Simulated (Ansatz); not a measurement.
A nudged elastic band was laid between two geometries of CH$_{5}$B$_{2}$O (9 atoms, charge 1, multiplicity 1).

These are results of RKS B3LYP/STO-3G in Ansatz, not measurements.

- movable images: 5
- climbing image: yes
- spring: 5.0 eV/Å²
- optimiser: quadratic models (default)
- start path: IDPP
- force threshold: 0.05 eV/Å
- iteration limit: 60
- end points: relaxed

Image 0:

```xyz
9
Properties=species:S:1:pos:R:3
B -0.814 1.199 -1.130
B 0.014 0.163 -0.159
C 0.774 -1.115 0.289
O 0.417 0.036 1.267
H -0.244 2.095 -1.644
H -1.965 1.042 -1.331
H 0.234 -2.065 0.487
H 1.880 -1.204 0.235
H -0.295 -0.151 1.985
```

Image 6:

```xyz
9
Properties=species:S:1:pos:R:3
B -0.814 1.199 -1.129
B 0.013 0.162 -0.159
C 0.773 -1.116 0.290
O 0.419 0.037 1.267
H -1.967 1.044 -1.328
H -0.244 2.093 -1.647
H 0.232 -2.065 0.488
H 1.879 -1.206 0.234
H -0.292 -0.149 1.985
```

(1) Which bonds break or form, and what moves?

(2) What energy profile does the band end with?

(3) What is the geometry of the highest image?

(4) What are the harmonic wavenumbers there?

## Answers

(1) No bond is made or broken. The dihedral H5–B1–B2–O4 goes from 88 to -93°. The two ends are copies of one structure, up to a mirror image or an exchange of like atoms.

(2) The run converged. The highest image is number 3 of 0 to 6, 36.2 kJ/mol above the ends, which have the same energy within 2 meV. A vibrational analysis at the climbing image gives one clearly imaginary mode, 326i cm⁻¹: a first-order saddle point. Limits of this set-up: minimal basis.

```
image  path coordinate (Å)  energy (kJ/mol)  dihedral H5–B1–B2–O4 (°)
    0                 0.00              0.0                        88
    1                 0.69              8.8                        58
    2                 1.38             26.7                        28
    3                 2.06             36.2                        -3
    4                 2.72             26.3                       -34
    5                 3.36              8.1                       -64
    6                 4.01              0.0                       -93
```

(3) 
```xyz
9
Properties=species:S:1:pos:R:3
B -0.817 1.215 -1.185
B 0.007 0.082 -0.213
C 0.509 -1.274 0.370
O 0.767 0.102 1.035
H -0.887 2.334 -0.834
H -1.308 0.856 -2.190
H -0.181 -1.933 0.939
H 1.485 -1.736 0.111
H 0.423 0.355 1.966
```

(4) 326i, 265, 275, 370, 617, 781, 847, 858, 986, 1031, 1063, 1184, 1276, 1312, 1458, 1553, 2992, 3146, 3314, 3455, 3701 cm⁻¹.

The run took 74 s on 1 thread of AMD EPYC (Zen 3) (shared host), peak memory 0.094 GiB.
